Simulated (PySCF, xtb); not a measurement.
C2Cl3, SMILES ClC(Cl)=[C]Cl, multiplicity 2.

Harmonic wavenumbers (cm⁻¹) from GFN2-xTB (xtb 6.7.1) at its own minimum, in rising order: 99, 191, 230, 337, 354, 492, 677, 830, 1713.

**Question.** What does PBE-D3(BJ)/def2-SVP run with PySCF give at its own minimum? (The exact figures need the calculation; the answer reports its results.)

**Answer.** 122, 183, 255, 378, 422, 577, 819, 859, 1664. Paired by order, the mean absolute difference is 52 cm⁻¹ and the zero-point energies are 7.0 and 7.5 kcal/mol.
